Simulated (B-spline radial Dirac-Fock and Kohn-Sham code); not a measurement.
## Binding energies of K⁴⁺ at several levels of theory

System: potassium as K⁴⁺ in the configuration [Ne] 3s2 3p3.

The density-functional columns are spherical, spin-unpolarised Dirac-Kohn-Sham results without Breit or QED terms: −ε is minus the orbital energy of the initial state and ΔSCF the difference of two total energies. The reference in the last column comes from Dirac-Fock energy differences between relaxed states, corrected for Breit and QED terms. All numbers are from a radial atomic solver, in eV; a selection of levels is shown.

| level | PBE −ε | PBE ΔSCF | LDA −ε | LDA ΔSCF | Dirac-Fock |
| --- | --- | --- | --- | --- | --- |
| 1s | 3588.0 | 3703.1 | 3577.3 | 3692.0 | 3685.8 |
| 2s | 416.8 | 440.8 | 415.6 | 439.7 | 454.0 |
| 2p3/2 | 342.9 | 369.6 | 342.8 | 369.4 | 368.0 |
| 3s | 89.52 | 98.68 | 89.39 | 98.56 | 98.35 |
| 3p | 71.44 | 80.18 | 71.52 | 80.28 | 79.01 |

**Question.** Order the estimates of the K (1s) level by their distance from the Dirac-Fock value, nearest first.
A. LDA ΔSCF
B. LDA −ε
C. PBE −ε
D. PBE ΔSCF

**Answer.** A (6.2 eV), D (17.3 eV), C (97.9 eV), B (108.6 eV).

Values without a named source are computed, but for edge energies of neutral atoms, which are taken from tables.
